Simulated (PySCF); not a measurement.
K₂: from constants to spectrum

RHF-CCSD(T) constants of K₂, ¹Σg⁺ (singlet), closed shell (PySCF, no relativity, basis sets K pcseg-1; masses 38.9637 and 38.9637 u):

* ωe: 93.5 cm⁻¹
* ωexe: 0.353 cm⁻¹
* Be: 0.052657 cm⁻¹
* αe: 0.000172 cm⁻¹
* D (centrifugal): 6.68e-08 cm⁻¹
* De to K + K: 0.54 eV

Q: Estimate the standard entropy (1 bar) and heat capacity of the ideal gas at 500 K, rigid rotor with B0 and harmonic oscillator at the fundamental.

A: Translation (Sackur–Tetrode, M = 77.93 u): 173.9 J/(mol K). Rotation: q = kT/(σB0) = 3310 with σ = 2, 75.7. Vibration: x = hcν0/kT = 0.267, 19.32. S° = 268.9 J/(mol K); Cp = 7R/2 + 8.27 = 37.4 J/(mol K).

Correlated steps freeze 10 core orbitals. Correlated levels converge slowly with the basis: in double zeta they bind strong bonds too weakly, by up to about 1 eV, and carry superposition errors of some tenths. Where the molecule has an RHF reference, its open-shell atoms are computed with UHF.
